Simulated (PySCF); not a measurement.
# Electron correlation in Ge (germanium, neutral)

[Ar] 3d10 4s2 4p2, high-spin 3P determinant. Calculation: PySCF 2.14, in x2c-SVPall; scalar relativity by spin-free X2C-1e. Frozen: [Ar] 3d10; 4 electrons correlated.

MP2 pair energies summed by pair of shells (mhartree):

| pair | energy | share (%) |
| --- | --- | --- |
| 4s-4p | -23.76 | 58.2 |
| 4s-4s | -13.21 | 32.4 |
| 4p-4p | -3.87 | 9.5 |

Total MP2 correlation energy: -40.84 mhartree.

Same-spin part -6.85 and opposite-spin part -33.99 mhartree; SCS-MP2 scales them by 1/3 and 6/5 to -43.07 mhartree.

```
  level  correlation energy (mhartree)
   CCSD                         -56.37
    (T)                          -0.81
CCSD(T)                         -57.18
```

Diagnostics: T1 = 0.0078, D1 = 0.0213, largest double amplitude 0.096.

Q: Is a single reference adequate?

A: Mostly. T1 lies below 0.03, but a double amplitude of this size points to a near-degeneracy that CCSD handles and MP2 describes poorly.
